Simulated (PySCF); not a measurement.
CH₈FNSi₂, SMILES C[SiH2][Si@@H](N)F.

The structure is a stationary point at TPSSh-D3(BJ)/def2-SVP. The structure was generated by enumeration; whether it is a known compound was not checked. One conformer was computed; it need not be the lowest.

Two levels are set side by side: TDA-PBE/def2-SVPD (PySCF) and TDA-ωB97X/def2-SVPD (PySCF). Vertical, same geometry. The lowest singlet is HOMO→LUMO 83 % with PBE and HOMO→LUMO 85 % with the other functional; states are paired by order. Differences are taken from unrounded values.

| quantity | TDA-ωB97X | TDA-PBE | TDA-PBE minus TDA-ωB97X |
|---|---|---|---|
| lowest singlet excitation (eV) | 7.05 | 5.96 | -1.09 |
| lowest triplet excitation (TDA) (eV) | 6.10 | 5.45 | -0.65 |

A lower first singlet is the usual sign of a functional without exact exchange. Differences between two approximate levels are no errors against the true value.

Rough cost on one machine, each run with all the roots and properties that it gave: TDA-ωB97X against TDA-PBE about 6 times.
